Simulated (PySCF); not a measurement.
Be²⁺ (beryllium, charge +2) across methods

1s2, closed-shell 1S. Calculation: PySCF 2.14, in cc-pVQZ (5s4p3d2f1g, 55 functions); the non-relativistic Hamiltonian (point nucleus).

| method | E (hartree) | mean ε 1s (eV) | Σ⟨r²⟩ (bohr²) | ⟨S²⟩ |
| --- | --- | --- | --- | --- |
| B97-3 | -13.6651 | -138.57 | 0.4674 | 0.000 |
| PBE | -13.6189 | -132.18 | 0.4725 | 0.000 |
| r2SCAN0 | -13.6561 | -139.56 | 0.4662 | 0.000 |
| LDA | -13.4443 | -130.72 | 0.4795 | 0.000 |
| r2SCAN | -13.6573 | -134.48 | 0.4673 | 0.000 |
| PBE0 | -13.6283 | -137.89 | 0.4698 | 0.000 |
| M06 | -13.6699 | -138.13 | 0.4674 | 0.000 |
| HSE06 | -13.6310 | -137.49 | 0.4697 | 0.000 |

Question: Estimate the same row for UHF.

Answer: E (hartree) = -13.61125; mean ε 1s (eV) = -154.21; Σ⟨r²⟩ (bohr²) = 0.4637; ⟨S²⟩ = 0.000.
